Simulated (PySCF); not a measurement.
# Shieldings and the share of exact exchange

Molecule: `Nc1ccc(O)cc1`, C$_{6}$H$_{7}$NO.

Molfile (atoms numbered from 1):
```
C6H7NO
     RDKit          3D

 15 15  0  0  0  0  0  0  0  0999 V2000
   -2.7493   -0.1405    0.5486 N   0  0  0  0  0  0  0  0  0  0  0  0
   -1.3826   -0.1968    0.3021 C   0  0  0  0  0  0  0  0  0  0  0  0
   -0.7179   -1.4274    0.1697 C   0  0  0  0  0  0  0  0  0  0  0  0
    0.6565   -1.4901   -0.0226 C   0  0  0  0  0  0  0  0  0  0  0  0
    1.4194   -0.3215   -0.0895 C   0  0  0  0  0  0  0  0  0  0  0  0
    2.7576   -0.4375   -0.2804 O   0  0  0  0  0  0  0  0  0  0  0  0
    0.7713    0.9076    0.0407 C   0  0  0  0  0  0  0  0  0  0  0  0
   -0.6072    0.9686    0.2332 C   0  0  0  0  0  0  0  0  0  0  0  0
   -3.1985    0.7262    0.2811 H   0  0  0  0  0  0  0  0  0  0  0  0
   -3.2749   -0.9466    0.2349 H   0  0  0  0  0  0  0  0  0  0  0  0
   -1.2932   -2.3559    0.2229 H   0  0  0  0  0  0  0  0  0  0  0  0
    1.1622   -2.4521   -0.1257 H   0  0  0  0  0  0  0  0  0  0  0  0
    3.1476    0.4419   -0.2997 H   0  0  0  0  0  0  0  0  0  0  0  0
    1.3492    1.8360   -0.0100 H   0  0  0  0  0  0  0  0  0  0  0  0
   -1.0897    1.9443    0.3364 H   0  0  0  0  0  0  0  0  0  0  0  0
  1  2  1  0
  2  3  1  0
  3  4  2  0
  4  5  1  0
  5  6  1  0
  5  7  2  0
  7  8  1  0
  8  2  2  0
  1  9  1  0
  1 10  1  0
  3 11  1  0
  4 12  1  0
  6 13  1  0
  7 14  1  0
  8 15  1  0
M  END
```

GIAO shieldings (ppm, equivalent atoms averaged) in PySCF 2.14.0 with density-fitted response routines on the PBE0-D3(BJ)/def2-SVP geometry, basis pcSseg-1, gas phase, non-relativistic:

| functional | exact exchange (%) | σ(N1) | σ(O6) |
| --- | --- | --- | --- |
| BLYP | 0 | 182.7 | 207.3 |
| PBE | 0 | 186.4 | 209.2 |
| B3LYP | 20 | 189.8 | 219.3 |
| PBE0 | 25 | 194.6 | 223.4 |
| mPW1PW91 | 25 | 193.7 | 223.0 |

(1) Fit each shielding as a line in the percentage of exact exchange.

(2) What does the line predict for BHandHLYP (50 %), and what does the run give?

Answers

(1) σ(N1) = 184.4 + 0.36 x (rms 1.5 ppm); σ(O6) = 208.2 + 0.59 x (rms 0.7 ppm). The functionals also differ in their semilocal parts, which the line can't hold.

(2) σ(N1): 202.4 predicted, 199.0 computed; σ(O6): 237.7 predicted, 234.8 computed ppm.
